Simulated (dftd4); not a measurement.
C₆H₁₁O₃ (SMILES [CH2]C(=O)OC(C)COC), doublet, at a GFN2-xTB geometry; D4 for r2scan run with dftd4.

Input for dftd4:
```
$ dftd4 mol.xyz --func r2scan --charge 0 --json dftd4.json --noedisp

# file mol.xyz
20

C     -2.84706813    -1.01556040    -0.45137452
C     -1.93997425    -0.09485473     0.15029743
O     -2.18277782     0.59152154     1.12868396
O     -0.75557604    -0.06081484    -0.50369527
C      0.25503602     0.78486004     0.03943625
C      0.10101297     2.20323868    -0.50346089
C      1.60191394     0.16650541    -0.32791218
O      1.81876230    -0.96055683     0.48437672
C      3.00690422    -1.64061159     0.17483949
H     -2.55438891    -1.56747728    -1.32403870
H     -3.82275640    -1.14674455    -0.02326994
H      0.14629852     0.78954684     1.13182408
H      0.19398139     2.20050608    -1.58712482
H     -0.87849562     2.58866316    -0.23201452
H      0.86203775     2.85028242    -0.07783406
H      1.59069645    -0.12045765    -1.39031957
H      2.40151494     0.90775933    -0.17397443
H      3.07160979    -2.48096705     0.86247585
H      3.88240569    -0.99178154     0.30601710
H      2.99688006    -2.01199315    -0.85761762
```

It wrote (shortened):

```
                    ____  _____ _____     ____  _  _
      -------------|  _ \|  ___|_   _|---|  _ \| || |------------
     |             | | | | |_    | | ___ | | | | || |_           |
     |             | |_| |  _|   | ||___|| |_| |__   _|          |
     |             |____/|_|     |_|     |____/   |_|            |
     |             ===================================           |
     |            E. Caldeweyher, S. Ehlert & S. Grimme          |
     |          Mulliken Center for Theoretical Chemistry        |
     |                    University of Bonn                     |
      -----------------------------------------------------------

Rational (Becke-Johnson) damping: r2scan-D4-ATM
---------------------
  s6         1.0000
  s8         0.6019
  s9         1.0000
  a1         0.5156
  a2         5.7734
 alp        16.0000
--------------------

Dispersion energy:      -4.4356244412239E-03 Eh

[Info] JSON dump of results written to 'dftd4.json'
```
